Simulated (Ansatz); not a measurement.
Species: C2H6FSi, charge 0, multiplicity 2. It need not be the lowest isomer of its formula. 
Structure (B3LYP-D3(BJ)/def2-TZVP (Ansatz, a program for electronic structure) minimum search):
SMILES: C[Si](C)F
```xyz
10

C      1.5969     0.7121    -0.0749
Si    -0.0095    -0.2086    -0.3757
C     -1.5073     0.8845    -0.0919
F     -0.0823    -1.4125     0.7083
H      2.4615     0.0615    -0.2096
H      1.6149     1.1006     0.9484
H      1.6898     1.5533    -0.7647
H     -1.4934     1.2732     0.9314
H     -1.4990     1.7304    -0.7822
H     -2.4371     0.3335    -0.2363
```
Charge 0, spin multiplicity 2.

Dipole moments at this geometry, in debye (magnitudes).

```csv
level,program,dipole (D)
SVWN5/def2-TZVPD,Ansatz,1.94
PBE/def2-TZVPD,Ansatz,1.85
BLYP/def2-TZVPD,Ansatz,1.82
revPBE/def2-TZVPD,Ansatz,1.82
r2SCAN/def2-TZVPD,Ansatz,1.86
B97M-V/def2-TZVPD,Ansatz,1.85
PBE0/def2-TZVPD,Ansatz,1.92
r2SCANh/def2-TZVPD,Ansatz,1.88
HSE06/def2-TZVPD,Ansatz,1.91
CAM-B3LYP/def2-TZVPD,Ansatz,1.92
LC-wPBE/def2-TZVPD,Ansatz,1.93
wB97M-V/def2-TZVPD,Ansatz,___
wB97X-V/def2-TZVPD,Ansatz,1.91
CCSD(T)/aug-cc-pV(D+d)Z,Ansatz,___
```

Q: Some entries are withheld; supply them.

A: 
- wB97M-V/def2-TZVPD, dipole (D): 1.88
- CCSD(T)/aug-cc-pV(D+d)Z, dipole (D): 1.84
